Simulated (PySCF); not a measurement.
Several molecules and their computed UV-vis stick spectra, shuffled. Method: PySCF 2.14.0, density-fitted response routines, TDDFT PBE0/def2-SVPD, vertical, gas phase, core orbitals frozen in the response. Geometries: GFN2-xTB; one conformer of each isolated species. Triplets are in the Tamm–Dancoff approximation.

A. `C=PCCP` (C3H8P2)
B. `C[C@@]12C[C@@H]1[C@@H]2Cl` (C5H7Cl)
C. `CC(=O)OC(C)(C)C` (C6H12O2)
D. `C[Si@@H]1C[C@H]1F` (C3H7FSi)
E. `CCSC` (C3H8S)

Lowest singlet levels (six at most, fewer where fewer were computed) with oscillator strengths:

1. 175 nm (f 0.012); 172 nm (f 0.006); 169 nm (f 0.069); 163 nm (f 0.024); 161 nm (f 0.001); 160 nm (f 0.021); T1 6.56 eV
2. 205 nm (f 0.008); 197 nm (f 0.041); 194 nm (f 0.111); 181 nm (f 0.002); 174 nm (f 0.032); 171 nm (f 0.030); T1 4.99 eV
3. 213 nm (f 0.001); 170 nm (f 0.033); 157 nm (f 0.085); 153 nm (f 0.029); 153 nm (f 0.014); 151 nm (f 0.001); T1 5.32 eV
4. 228 nm (f 0.000); 212 nm (f 0.026); 197 nm (f 0.018); 187 nm (f 0.022); 177 nm (f 0.018); 174 nm (f 0.007); T1 4.98 eV
5. 287 nm (f 0.017); 262 nm (f 0.008); 223 nm (f 0.190); 194 nm (f 0.003); 188 nm (f 0.029); 179 nm (f 0.012); T1 2.85 eV

Problem. Match each spectrum to its molecule.

Solution. 1 = B, 2 = D, 3 = C, 4 = E, 5 = A.
- A: S1 at 4.32 eV, HOMO→LUMO (56%), HOMO-2→LUMO (28%), HOMO-1→LUMO (14%); Löwdin shares by element: HOMO phosphorus 67%, carbon 16% or more (atoms not listed hold the other 18%); LUMO phosphorus 42% or more, carbon 40% or more (atoms not listed hold the other 19%); HOMO -7.26 and LUMO -1.67 eV.
- B: S1 at 7.08 eV, HOMO→LUMO (98%); Löwdin shares by element: HOMO carbon 62% or more, chlorine 14% (atoms not listed hold the other 25%); LUMO carbon 25% or more, hydrogen 19% or more, chlorine 9% (atoms not listed hold the other 46%); HOMO -7.53 and LUMO 0.67 eV.
- C: S1 at 5.82 eV, HOMO→LUMO (97%); S1 has the pattern of n→π* at C=O; HOMO -7.74 and LUMO 0.35 eV.
- D: S1 at 6.05 eV, HOMO→LUMO (38%), HOMO→LUMO+1 (32%), HOMO→LUMO+2 (27%); Löwdin shares by element: HOMO carbon 45% or more, silicon 26%, fluorine 13% (atoms not listed hold the other 16%); LUMO silicon 34%, carbon 25% or more, hydrogen 11% or more (atoms not listed hold the other 29%); HOMO -6.77 and LUMO 0.41 eV.
- E: S1 at 5.43 eV, HOMO→LUMO (70%), HOMO→LUMO+1 (24%); Löwdin shares by element: HOMO sulfur 71%, carbon 18% or more; LUMO sulfur 46%, carbon 16% or more, hydrogen 15% or more (atoms not listed hold the other 23%); HOMO -6.26 and LUMO 0.66 eV.
